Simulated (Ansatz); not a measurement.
Ansatz (an electronic-structure program) input (CCSD(T)/cc-pVTZ):

Ansatz 0.2 input:
```yaml
crystal:
  periodic: [false, false, false]
  atoms:
    - {symbol: C, position_ang: [-1.33980836, 1.37581321, -0.70592984]}
    - {symbol: Si, position_ang: [-0.56561758, -0.00526671, 0.31213837]}
    - {symbol: C, position_ang: [-1.10604593, -1.68859834, -0.33404104]}
    - {symbol: Si, position_ang: [1.77464155, 0.16655509, 0.25692850]}
    - {symbol: H, position_ang: [-2.42995135, 1.31249672, -0.67797089]}
    - {symbol: H, position_ang: [-1.02575366, 1.31222090, -1.74990074]}
    - {symbol: H, position_ang: [-1.04978988, 2.35743707, -0.32718804]}
    - {symbol: H, position_ang: [-1.00437142, 0.13308027, 1.72792786]}
    - {symbol: H, position_ang: [-0.78613940, -1.82890283, -1.36870236]}
    - {symbol: H, position_ang: [-0.67945881, -2.49726453, 0.26196558]}
    - {symbol: H, position_ang: [-2.19372977, -1.78415214, -0.30216986]}
    - {symbol: H, position_ang: [2.23260686, 1.47970484, 0.77921803]}
    - {symbol: H, position_ang: [2.27116032, 0.03509410, -1.13842948]}
    - {symbol: H, position_ang: [2.41421723, -0.90104096, 1.06813898]}
basis:
  gaussian:
    orbitals: cc-pVTZ
magnetization: {spin_polarized: false}
correlation: {method: ccsd_t, electrons: outside_noble_gas}
```

End of the output:

```
integrals: 1.91 GiB planned
1488 factors; integrals over basis functions are off by at most 1.4e-3 eV
1.49 GiB of device memory are held for the factors and their scratch space
mean field: 1.31 GiB planned
mean field evaluation 1: about -17942.0815 eV, gradient 3.3e1 eV
mean field evaluation 2: about -17942.2872 eV, gradient 3.3e1 eV
mean field evaluation 4: about -17945.6311 eV, gradient 3.3e0 eV
mean field evaluation 8: about -17945.6854 eV, gradient 1.1e-1 eV
mean field evaluation 16: about -17944.8916 eV, gradient 1.3e1 eV
mean field -17945.68542807 eV, -659.4917754590 hartree, gradient 4.7e-6 eV, S^2 0.000000; 0 other end points of the search recorded, 0 dependent functions left out
12 core orbitals not correlated
reference -17945.68542807 eV, -659.4917754590 hartree; 13, 13 occupied and 243, 243 virtual orbitals, 1488 factors
second order -16.81378707 eV of doubles, -0.00000000 eV of singles
coupled cluster: 16.36 GiB planned
cycle   1  -18.08837388 eV  change    -1.3e0 eV  update   9.0e-2
cycle   2  -18.61600775 eV  change   -5.3e-1 eV  update   2.8e-2
cycle   3  -18.66670727 eV  change   -5.1e-2 eV  update   9.2e-3
cycle   4  -18.66241994 eV  change    4.3e-3 eV  update   2.8e-3
cycle   5  -18.66175755 eV  change    6.6e-4 eV  update   8.6e-4
cycle   6  -18.66151448 eV  change    2.4e-4 eV  update   2.6e-4
cycle   7  -18.66149039 eV  change    2.4e-5 eV  update   7.0e-5
cycle   8  -18.66150662 eV  change   -1.6e-5 eV  update   2.3e-5
perturbative correction -0.67821017 eV, -0.0249237639 hartree
Total energy: -17965.02514485 eV, -660.2024969418 hartree
```
